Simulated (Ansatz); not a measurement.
Ansatz (a quantum-chemistry and plane-wave program) input (CCSD(T)/6-31G):

Ansatz 0.2 input:
```yaml
crystal:
  periodic: [false, false, false]
  atoms:
    - {symbol: Si, position_ang: [-0.66137195, 0.03005843, -0.19888276]}
    - {symbol: O, position_ang: [1.09730139, -0.03296704, 0.34173299]}
    - {symbol: H, position_ang: [-0.79969106, -1.14519495, -1.06253542]}
    - {symbol: H, position_ang: [-1.31574999, -0.04837442, 1.10877414]}
    - {symbol: H, position_ang: [-0.65725992, 1.33019804, -0.87264013]}
    - {symbol: H, position_ang: [1.83771109, 0.29480227, -0.19634367]}
    - {symbol: H, position_ang: [1.41578613, -0.58851267, 1.07323982]}
basis:
  gaussian:
    orbitals: 6-31G
total_charge: 1
magnetization: {spin_polarized: false}
correlation: {method: ccsd_t, electrons: outside_noble_gas}
```

End of the output:

```
integrals: 0.01 GiB planned
375 factors; integrals over basis functions are off by at most 2.3e-4 eV
0.17 GiB of device memory are held for the factors and their scratch space
mean field: 0.07 GiB planned
mean field evaluation 1: about -9965.8588 eV, gradient 4.4e1 eV
mean field evaluation 2: about -9965.8596 eV, gradient 4.4e1 eV
mean field evaluation 4: about -9969.3867 eV, gradient 1.6e0 eV
mean field evaluation 8: about -9969.3973 eV, gradient 9.7e-5 eV
mean field evaluation 16: about -9969.3854 eV, gradient 1.6e0 eV
mean field -9969.39729231 eV, -366.3685929920 hartree, gradient 1.5e-6 eV, S^2 0.000000; 0 other end points of the search recorded, 0 dependent functions left out
6 core orbitals not correlated
reference -9969.39729231 eV, -366.3685929920 hartree; 7, 7 occupied and 19, 19 virtual orbitals, 375 factors
second order -4.83485721 eV of doubles, -0.00000000 eV of singles
coupled cluster: 0.11 GiB planned
cycle   1  -5.18280249 eV  change   -3.5e-1 eV  update   5.9e-2
cycle   2  -5.42494840 eV  change   -2.4e-1 eV  update   2.0e-2
cycle   3  -5.45707442 eV  change   -3.2e-2 eV  update   5.4e-3
cycle   4  -5.45677880 eV  change    3.0e-4 eV  update   1.1e-3
cycle   5  -5.45710716 eV  change   -3.3e-4 eV  update   2.6e-4
cycle   6  -5.45716327 eV  change   -5.6e-5 eV  update   8.2e-5
cycle   7  -5.45714009 eV  change    2.3e-5 eV  update   2.1e-5
cycle   8  -5.45714288 eV  change   -2.8e-6 eV  update   7.7e-6
perturbative correction -0.05722796 eV, -0.0021030888 hartree
Total energy: -9974.91166314 eV, -366.5712423825 hartree
```

It need not be the lowest isomer of its formula.
